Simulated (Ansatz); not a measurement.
Stepwise reaction of `C=C[SiH2][SiH2]O` with water, as a gas-phase model of exchange steps in deposition or etching. ΔE in kJ/mol.

Computed with Ansatz on PBE0-D4/def2-TZVP structures; ΔE is electronic, products minus reactants. CBS: MP2 limit from def2 TZ/QZ plus the TZ coupled-cluster correction, frozen cores. This one scheme is used for every species. Functionals use def2-TZVPP. B3LYP here is the variant with VWN-RPA as its local correlation; programs differ in this. Each species was taken in one conformer, which may not be the lowest.

```json
{"step": "1", "reaction": "`C=C[SiH2][SiH2]O` + H₂O → `C=C[SiH](O)[SiH2]O` + H₂", "PBE-D4": "-57.5", "B3LYP-D4": "-64.9", "ωB97M-V": "-64.2", "CCSD(T)/CBS": "-60.9"}
{"step": "2", "reaction": "`C=C[SiH](O)[SiH2]O` + H₂O → `C=C[SiH](O)[SiH](O)O` + H₂", "PBE-D4": "-89.8", "B3LYP-D4": "-95.3", "ωB97M-V": "-96.1", "CCSD(T)/CBS": "-91.7"}
```

By hand: ΔE of the 2 steps together at CCSD(T)/CBS.

(-60.9) + (-91.7) = -152.6 kJ/mol, or -76.3 kJ/mol a step.

In ΔE each step is lower than the one before. All are downhill at CCSD(T)/CBS. PBE-D4 differs from CCSD(T)/CBS by 1.9 to 3.4 kJ/mol a step. Isolated molecules leave out the surface, adducts and barriers. Largest T1 diagnostic: 0.012.
